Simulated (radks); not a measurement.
Au V, 75 electrons, occupied as [Xe] 4f14 5d7 (the NIST ground configuration).

Calculated with a radial shooting solver on a logarithmic mesh with Libxc functionals: Dirac Kohn-Sham, LDA (Slater exchange, Perdew-Wang correlation), spin-unpolarised, spherical densities, point nucleus; open shells fill j = l - 1/2 first.

Energy parts (hartree):
part                       energy
total                 -19033.4563
kinetic                21870.2960
electron-nucleus      -47816.4924
Hartree                 7265.7880
exchange-correlation    -353.0479

Orbitals (lengths in bohr, moments of r in powers of bohr; r(max) is where P^2 peaks; r(90%) holds 90 % of the orbital's charge):
\begin{tabular}{lrrrr}
orbital & occ. & eigenvalue (hartree) & r(90%) & r(max) \\ \hline
1s1/2 & 2 & -2963.634 & 0.0308 & 0.01042 \\
2s1/2 & 2 & -524.1319 & 0.110 & 0.06041 \\
2p1/2 & 2 & -502.7819 & 0.0967 & 0.04447 \\
2p3/2 & 4 & -435.3859 & 0.108 & 0.05185 \\
3s1/2 & 2 & -125.1612 & 0.270 & 0.1700 \\
3p1/2 & 2 & -115.5537 & 0.262 & 0.1586 \\
3p3/2 & 4 & -100.6840 & 0.283 & 0.1737 \\
3d3/2 & 4 & -84.70095 & 0.257 & 0.1351 \\
3d5/2 & 6 & -81.50294 & 0.263 & 0.1393 \\
4s1/2 & 2 & -28.65267 & 0.585 & 0.3833 \\
4p1/2 & 2 & -24.55810 & 0.595 & 0.3814 \\
4p3/2 & 4 & -20.98245 & 0.644 & 0.4124 \\
4d3/2 & 4 & -14.27578 & 0.675 & 0.4052 \\
4d5/2 & 6 & -13.60984 & 0.692 & 0.4148 \\
4f5/2 & 6 & -4.99706 & 0.794 & 0.3725 \\
4f7/2 & 8 & -4.85659 & 0.805 & 0.3772 \\
5s1/2 & 2 & -5.89129 & 1.31 & 0.8466 \\
5p1/2 & 2 & -4.54605 & 1.43 & 0.8930 \\
5p3/2 & 4 & -3.91466 & 1.56 & 0.9715 \\
5d3/2 & 4 & -2.06740 & 2.04 & 1.153 \\
5d5/2 & 3 & -1.99375 & 2.10 & 1.185 \\
5f5/2 & 0 & -0.67061 & 4.53 & 2.527 \\
5f7/2 & 0 & -0.66827 & 4.55 & 2.544 \\
6s1/2 & 0 & -1.64996 & 3.04 & 1.978 \\
6p1/2 & 0 & -1.31285 & 3.44 & 2.220 \\
6p3/2 & 0 & -1.20925 & 3.69 & 2.398 \\
6d3/2 & 0 & -0.77220 & 4.93 & 3.192 \\
6d5/2 & 0 & -0.75876 & 5.01 & 3.257 \\
\end{tabular}

The highest occupied level is 5d5/2 at -54.253 eV. For comparison, the ionisation energy in NIST's Atomic Spectra Database is 60 eV (theoretical). In exact Kohn-Sham theory the highest level is minus the ionisation energy, but local and semilocal functionals leave it too shallow, through self-interaction and a potential that decays too fast; potentials with the right tail come closer. The density falls to 0.001 e/bohr^3 at r = 3.10 bohr. Summed over all electrons, <r^2> = 33.69 bohr^2, which gives a Langevin (diamagnetic) susceptibility term of -26.7 x 10^-6 cm^3/mol.

Beside tabulated values, note that spin-unpolarised runs miss the spin-polarisation part of the exchange energy of open shells.
